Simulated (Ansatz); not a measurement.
The same hydrogenolysis along the group F, Cl, Br.

Computed with Ansatz on PBE0-D4/def2-TZVP structures; ΔE is electronic, products minus reactants. CCSD(T)/CBS adds triple-zeta CCSD(T) − MP2 to the extrapolated MP2 energy (def2 sets, frozen cores). This one scheme is used for every species. Functionals use def2-TZVPP. Elements past krypton have def2 core potentials. For Br, Sn outer-core shells are correlated without core-valence functions, which leaves a few kJ/mol of doubt a bond. Scalar relativity is left out up to krypton. Each species was taken in one conformer, which may not be the lowest.

```json
{"reaction": "`[OH][Sn]([OH])([F])[F]` + H₂ → `[OH][SnH]([F])[F]` + H₂O", "PBE-D4 (eV)": "-0.08", "MP2/CBS(def2) (eV)": "-0.01"}
{"reaction": "`[OH][Sn]([OH])([Cl])[Cl]` + H₂ → `[OH][SnH]([Cl])[Cl]` + H₂O", "PBE-D4 (eV)": "-0.03", "MP2/CBS(def2) (eV)": "0.04"}
{"reaction": "`[OH][Sn]([OH])([Br])[Br]` + H₂ → `[OH][SnH]([Br])[Br]` + H₂O", "PBE-D4 (eV)": "0.00", "MP2/CBS(def2) (eV)": "0.07"}
```

(1) Give the CCSD(T)/CBS values in the same order. (An estimate is asked.)

Largest T1 diagnostic: 0.015, for `[OH][Sn]([OH])([F])[F]`.

Results:

(1) Computed: -0.07, -0.02, 0.00 eV.
